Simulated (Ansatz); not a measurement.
`[OH][Zn][NH]B[SiH3]` + BH₃ → `BB[SiH3]` + `[NH2][Zn][OH]`  (formal exchange of groups at a B–N bond)

Program: Ansatz. Geometries: PBE0-D4/def2-TZVP. ΔE: electronic, gas phase. CCSD(T)/CBS is the MP2 limit (def2-TZVPP, def2-QZVPP) plus CCSD(T) − MP2 in def2-TZVPP, frozen cores. This one scheme is used for every species. DFT in def2-TZVPP. For Zn outer-core shells are correlated without core-valence functions, which leaves a few kJ/mol of doubt a bond. Scalar relativity is left out up to krypton. One conformer a species, not always the lowest.

| level | ΔE (kJ/mol) | difference from CCSD(T)/CBS |
| --- | --- | --- |
| PBE-D4 | 125.1 | -18.9 |
| PBE | 120.1 | -23.9 |
| r2SCAN | 129.3 | -14.7 |
| MP2/def2-SVP | 191.1 | 47.1 |
| CCSD(T)/def2-SVP | 187.1 | 43.1 |
| MP2/def2-TZVPP | 153.2 | 9.2 |
| HF/def2-QZVPP | 145.8 | 1.8 |
| MP2/def2-QZVPP | 149.4 | 5.4 |
| HF/CBS(def2) | 145.7 | 1.7 |
| CCSD/CBS(def2) | 140.9 | -3.1 |
| CCSD(T)/CBS | 144.0 | 0 |

Largest T1 diagnostic among the species: 0.017.

The D4 term adds +7.9 kJ/mol with B3LYP and +4.3 kJ/mol with PBE0; it sums over pairs of atoms, weighted by their polarisabilities, and B3LYP, whose exchange is more repulsive, gets the larger term. From PBE to PBE0 (25 % exact exchange), in def2-TZVPP and without D4, ΔE moves by +9.2 kJ/mol.

CCSD(T)/CBS has its own doubt, a few kJ/mol and more with outer-core shells, so smaller differences from it don't rank the levels.

B3LYP here is the variant with VWN-RPA as its local correlation; programs differ in this.
